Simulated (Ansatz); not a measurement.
`BOCO` + H₂ → `BOC` + H₂O at 600 K and 1 bar (hydrogenolysis of a C–O bond).

Gas-phase electronic energies from Ansatz, PBE0-D4/def2-TZVP geometries. CCSD(T)/CBS is the MP2 limit (def2-TZVPP, def2-QZVPP) plus CCSD(T) − MP2 in def2-TZVPP, frozen cores. This one scheme is used for every species. Each species was taken in one conformer, which may not be the lowest.

```tsv
species	CCSD(T)/CBS energy (Eh)	H − E (kJ/mol)	S (J/(mol·K))
`BOCO`	-216.22063	227.9	361.4
H₂	-1.17544	43.9	150.8
`BOC`	-141.04597	205.8	323.1
H₂O	-76.37941	76.8	212.8
```

H − E and S are ideal-gas, rigid-rotor, harmonic terms from PBE0-D4/def2-TZVP, for one conformer and one mirror image of each species. The MP2-based limit puts H₂ 0.8 mEh under its directly extrapolated value; such offsets cancel only in part. 1 Eh = 2625.50 kJ/mol, R = 8.31446 J/(mol·K).

Question: By hand: ΔE, ΔH, ΔS and ΔG.

Answer: ΔE = (-141.04597) + (-76.37941) − (-216.22063) − (-1.17544) = -0.02931 Eh = -77.0 kJ/mol. Δ(H − E) = 205.8 + 76.8 − 227.9 − 43.9 = 10.8, so ΔH = -66.2 kJ/mol. ΔS = 323.1 + 212.8 − 361.4 − 150.8 = 23.7 J/(mol·K). ΔG = -66.2 − 600 × (23.7)/1000 = -80.4 kJ/mol.

Question: By hand: the equilibrium constant, and the temperature at which ΔG would vanish if ΔH and ΔS stayed fixed.

Answer: log₁₀ K = −ΔG/(RT ln 10) = 7.0. ΔH and −TΔS have one sign here, so there is no such temperature.

ΔH outweighs TΔS. A doubt of 5 kJ/mol in ΔE shifts log₁₀ K by 0.4 here. Other conformers and mirror images would add mixing entropy, several J/(mol·K) or more a flexible species. These are equilibria of isolated gas molecules and say nothing of rates. Largest T1 diagnostic: 0.014 (customary marks: 0.02 for closed shells, 0.045 for open ones).
